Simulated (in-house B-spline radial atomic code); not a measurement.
## LDA VWN5 excitations of neutral barium

Method: LDA VWN5. Computed with a B-spline radial code for spherical atoms: linear response of the closed shell [Xe] 6s2 with the functional's adiabatic kernel; scalar-relativistic (spin-free one-electron X2C), finite nucleus, no spin-orbit coupling, no double excitations, S, P, D and F terms only; shells from n = 4 respond.

Spin-orbit coupling is strong here, so these LS terms don't match observed levels.

The program warns: unstable towards triplet excitations of multipole 2.

Command:
```bash
python run_td.py task.json out
```
Settings (radii: box in bohr, nucleus in fm):
```
Z                        56
electrons                56
configuration            [Xe] 6s2
hamiltonian              x2c
method                   lda,vwn
box_radius               6.5
wall_radius              6.5
rms_radius               4.8378
intervals                67
```

Run time, properties included: 1.1 s on 1 thread of Arm Neoverse N1, on a shared host.

Confined states, up to the first strongly mixed one, which can leave gaps near the end. Labels give the largest channel, * marks a mixed state, and oscillator strengths are full-response dipole values. Semilocal kernels can invert the small singlet-triplet splittings of Rydberg terms. Energies in eV:

| state | full response | Tamm-Dancoff | oscillator strength |
| --- | --- | --- | --- |
| 6s → 5d 3D | imaginary | 0.185 | - |
| 6s → 5d 1D | 0.833 | 0.904 | - |
| 6s → 6p 3P | ? | ? | - |
| 6s → 4f 3F | 4.155 | 4.164 | - |
| 6s → 4f 1F | 4.328 | 4.329 | - |
| 6s → 6p 1P | 4.833 | 5.100 | 1.89 |
| 6s → 5f 3F | 10.795 | 10.812 | - |
| 6s → 5f 1F | 11.021 | 11.031 | - |
| 6s → 6d 3D | 11.746 | 11.756 | - |
| 6s → 6d 1D | ? | ? | - |
| 5p → 5d 3P | 15.934 | 15.965 | - |
| 6s → 7s 3S | 16.204 | 16.211 | - |
| 5p → 5d 3F | 16.195 | 16.219 | - |
| 6s → 7s 1S | 16.679 | 16.699 | - |
| 5p → 5d 1F | 17.070 | 17.092 | - |
| 5p → 6p 3S | 19.588 | 19.596 | - |

Q: Where does 6s → 6p 3P lie?

A: At 3.256 eV in full response, 3.307 eV in Tamm-Dancoff.

Q: Where does 6s → 6d 1D lie?

A: At 11.896 eV in full response, 11.907 eV in Tamm-Dancoff.

Q: How large is the singlet-triplet splitting of 6s → 5d (D terms) in Tamm-Dancoff?

A: 0.719 eV, from the unrounded values.
